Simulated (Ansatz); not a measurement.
Calculated with Ansatz (gas phase, PBE0-D4/def2-TZVP geometries, no zero-point term in ΔE). CCSD(T)/CBS adds triple-zeta CCSD(T) − MP2 to the extrapolated MP2 energy (def2 sets, frozen cores). Functionals use def2-TZVPP. B3LYP here is the variant with VWN-RPA as its local correlation; programs differ in this. For Se outer-core shells are correlated without core-valence functions, which leaves a few kJ/mol of doubt a bond. Scalar relativity is left out up to krypton. Each species was taken in one conformer, which may not be the lowest.

`C[Si](C)(F)[SeH]` + `O[Si]1(Cl)CO1` → `CO[Si]1(Cl)CO1` + `C[SiH](F)[SeH]`  (substitution at a C–Si bond)

`C[Si](C)(F)[SeH]`:

```xyz
12

C     0.562    1.513    0.282
Si    0.389   -0.194   -0.422
C    -1.365   -0.792   -0.426
F     0.924   -0.174   -1.935
Se    1.792   -1.683    0.601
H     0.265    1.527    1.333
H    -0.072    2.219   -0.262
H     1.598    1.852    0.218
H    -2.007   -0.095   -0.973
H    -1.436   -1.775   -0.895
H    -1.745   -0.875    0.595
H     1.096   -1.523    1.885
```

`O[Si]1(Cl)CO1`:

Cartesian coordinates in Å:
```
O -0.012 0.820 1.741
Si -0.509 0.177 0.339
Cl -2.465 0.639 0.177
C 0.492 -0.264 -1.075
O -0.006 -1.312 -0.094
H 0.853 0.547 2.057
H 1.578 -0.201 -1.079
H 0.070 -0.406 -2.067
```

`CO[Si]1(Cl)CO1`:

Z-matrix (Å, degrees):
```
C
O 1 1.413
H 1 1.090 2 108.0
H 1 1.092 2 109.8 3 118.8
H 1 1.093 2 111.5 3 -119.9
Si 2 1.606 1 131.3 3 147.7
C 6 1.782 2 123.3 1 -178.5
Cl 6 2.033 2 110.0 1 -20.5
O 6 1.630 2 120.3 1 118.7
H 7 1.088 6 122.1 2 -7.7
H 7 1.087 6 123.1 2 157.8
```

`C[SiH](F)[SeH]`:

```xyz
9

C    -0.015    1.054    0.514
Si    0.540   -0.630   -0.020
F     0.330   -1.626    1.216
Se   -0.568   -1.374   -1.853
H     0.162    1.782   -0.280
H    -1.082    1.054    0.749
H     0.533    1.366    1.407
H     1.972   -0.693   -0.396
H    -1.871   -0.932   -1.336
```

```
             level  ΔE (kJ/mol)  difference from CCSD(T)/CBS
            PBE-D4        101.6                         -3.7
          B3LYP-D4         96.9                         -8.4
              PBE0        102.6                         -2.7
             B3LYP         94.1                        -11.2
   CCSD/def2-TZVPP        102.2                         -3.1
CCSD(T)/def2-TZVPP        103.1                         -2.2
     HF/def2-QZVPP         87.8                        -17.5
    MP2/def2-QZVPP        110.8                          5.5
SCS-MP2/def2-QZVPP        102.5                         -2.8
      HF/CBS(def2)         87.6                        -17.7
       CCSD(T)/CBS        105.3                            0
```

Largest T1 diagnostic among the species: 0.012.

In def2-TZVPP, CCSD(T) changes the Hartree–Fock value by +14.4 kJ/mol (the triples alone add +0.9 kJ/mol) and MP2 by +21.2 kJ/mol.
